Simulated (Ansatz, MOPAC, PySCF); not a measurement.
Isomers of CH4FGaO: 1 is [CH3][Ga]([OH])[F], 2 is C[O][GaH][F]; one conformer of each (the lowest of an xTB search), B3LYP-D3(BJ)/def2-TZVP minima.
Isomer 1 (charge 0, multiplicity 1):
```tsv
atom	x (Å)	y (Å)	z (Å)
C	-1.3234	-0.2131	-0.0785
Ga	0.5541	0.2924	0.0584
O	1.9591	-0.8080	-0.0259
F	1.0495	1.9809	0.2912
H	-1.8469	0.0815	0.8306
H	-1.4155	-1.2880	-0.2199
H	-1.7798	0.3063	-0.9205
H	2.8029	-0.3520	0.0646
```
Isomer 2 (charge 0, multiplicity 1):
| atom | x (Å) | y (Å) | z (Å) |
|---|---|---|---|
| C | -1.2334 | -0.1937 | 0.1095 |
| O | 0.0035 | -0.8010 | -0.2434 |
| Ga | 1.5695 | 0.0280 | -0.2057 |
| F | 1.4577 | 1.7121 | 0.3220 |
| H | -1.1187 | 0.8472 | 0.4225 |
| H | -1.6881 | -0.7569 | 0.9284 |
| H | -1.9081 | -0.2276 | -0.7498 |
| H | 2.9176 | -0.6081 | -0.5834 |

No zero-point or thermal terms.

Rows in 6-31G* carry no dispersion term and start afresh at each structure (6-31G* with six Cartesian d functions); the Pople sets are all-electron and without relativity. The state that PM7 reach isn't checked; PM7 holds dispersion and hydrogen-bond terms.

Programs: Ansatz (Gaussian basis) for Hartree–Fock, density functionals and correlated methods; MOPAC for PM7 (differences of heats of formation); PySCF for 6-31G* rows. Values without a source in brackets are computed.

### Question
One of these levels gives 1.043 eV for the electronic energy of isomer 2 less that of isomer 1. Which one is it?
A. PM7
B. PBE/def2-TZVPP
C. BP86/6-31G*

### Answer
B, PBE/def2-TZVPP. The others give 0.281 (PM7), 0.804 (BP86/6-31G*)

Ansatz is a quantum-chemistry and plane-wave program.
